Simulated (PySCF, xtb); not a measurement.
C5H9O, SMILES C[CH]CC(C)=O, multiplicity 2.

Coordinates come from a B3LYP-D3(BJ)/def2-SVP optimisation. The isomer is the one that the SMILES or the coordinates give; other isomers of the formula were not compared. The values are those of a single conformer.

Method: C-PCM-ωB97X/def2-SVP in PySCF.

The values are the electrostatic part of the solvation free energy, E(continuum) − E(gas) at the gas-phase geometry, in a cavity of scaled van der Waals radii (PySCF's table); cavitation and dispersion terms are not included. The dipole moment in vacuum is 2.91 D.

```json
[
 {"solvent": "water", "ε": "78.36", "ΔG(elec) (kcal/mol)": "-5.0", "dipole (D)": "3.82"},
 {"solvent": "acetone", "ε": "20.49", "ΔG(elec) (kcal/mol)": "-4.8", "dipole (D)": "3.78"},
 {"solvent": "dichloromethane", "ε": "8.93", "ΔG(elec) (kcal/mol)": "-4.4", "dipole (D)": "3.71"}
]
```

For comparison, GFN2-xTB/ALPB(water) (xtb, at the GFN2-xTB geometry, all terms of that model) gives -4.1 kcal/mol.
